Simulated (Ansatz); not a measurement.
CH3Se (SMILES C[Se]) moved off its minimum; all values from Ansatz (a quantum-chemistry and plane-wave program), cores frozen in correlated methods. Open shells are unrestricted.
(charge 0, multiplicity 2)
```xyz
5

C     -1.4817    -0.1042    -0.0436
Se     0.5114    -0.0059    -0.0776
H     -1.8220    -0.6182    -0.9826
H     -1.8605     1.0007    -0.1052
H     -2.0213    -0.4662     0.8433
```

Forces at wB97M-V/def2-TZVPP (eV/Å):

```tsv
atom	Fx	Fy	Fz
C1	-0.773	1.796	-1.010
Se2	-1.249	-0.144	0.330
H3	0.284	0.489	1.052
H4	0.893	-1.802	-0.184
H5	0.845	-0.339	-0.187
```

Give the forces (eV/Å), the total energy and the dipole at CCSD(T)/cc-pVTZ.


```tsv
atom	Fx	Fy	Fz
C1	-1.019	1.795	-0.996
Se2	-0.924	-0.132	0.324
H3	0.262	0.443	0.989
H4	0.873	-1.721	-0.194
H5	0.809	-0.385	-0.123
```
Energy -2439.8458 hartree, dipole 1.35 D.
